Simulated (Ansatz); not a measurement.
C₃H₆BCl from Hartree–Fock to CCSD(T)

Cartesian coordinates in Å:
```
B 0.526 0.068 -0.810
C -0.635 -1.083 -0.144
C -0.631 0.168 0.498
C 0.613 0.739 0.821
Cl -1.981 1.219 0.261
H 0.158 0.785 -1.687
H 1.527 -0.573 -0.892
H -1.531 -1.376 -0.672
H -0.036 -1.882 0.273
H 1.344 0.132 1.340
H 0.646 1.802 1.012
```

Charge 0, multiplicity 1. The bonds changed during the relaxation, so this is another structure than the one it started from. The geometry is a stationary point of PBE0-D4/def2-TZVP. It is one conformer, not always the lowest. Frozen core, restricted reference, Ansatz. CBS rows extrapolate triple and quadruple zeta; past MP2 they add the triple-zeta difference.

```tsv
basis	HF (Eh)	MP2 corr.
def2-TZVPP	-601.27374	-0.81501
def2-QZVPP	-601.29288	-0.87191
```

Problem. Estimate the CCSD correlation energy and the (T) correction in each basis where they were run (hartree).

Solution. 
```
     basis  CCSD corr.       (T)
def2-TZVPP    -0.85658  -0.04095
 CBS(def2)    -0.95563     as TZ
```
